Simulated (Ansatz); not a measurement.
Consider the formal exchange of groups at the Se–C bond: `O=C([SeH])O[SiH3]` + `N=CCl` → `N=C(Cl)[SeH]` + `O=CO[SiH3]`.

Gas-phase electronic energies from Ansatz, PBE0-D4/def2-TZVP geometries. CBS: MP2 limit from def2 TZ/QZ plus the TZ coupled-cluster correction, frozen cores. This one scheme is used for every species. DFT in def2-TZVPP. For Se outer-core shells are correlated without core-valence functions, which leaves a few kJ/mol of doubt a bond. Scalar relativity is left out up to krypton. One conformer a species, not always the lowest.

```json
{"level": "PBE0-D4", "ΔE (kJ/mol)": "14.4"}
{"level": "ωB97M-V", "ΔE (kJ/mol)": "14.6"}
{"level": "r2SCAN", "ΔE (kJ/mol)": "14.4"}
{"level": "PBE0", "ΔE (kJ/mol)": "14.4"}
{"level": "MP2/def2-TZVPP", "ΔE (kJ/mol)": "9.3"}
{"level": "CCSD/def2-TZVPP", "ΔE (kJ/mol)": "13.7"}
{"level": "SCS-MP2/def2-QZVPP", "ΔE (kJ/mol)": "9.6"}
{"level": "HF/CBS(def2)", "ΔE (kJ/mol)": "17.2"}
```

What does CCSD(T)/CBS give? (Estimate.)

The calculation gave: +11.5 kJ/mol. The listed levels differ from it by 2.9, 3.1, 2.9, 2.9, -2.2, 2.2, -1.9, 5.7 kJ/mol.

Largest T1 diagnostic among the species: 0.016.

In def2-TZVPP, CCSD(T) changes the Hartree–Fock value by −4.5 kJ/mol (the triples alone add −0.8 kJ/mol) and MP2 by −8.0 kJ/mol.
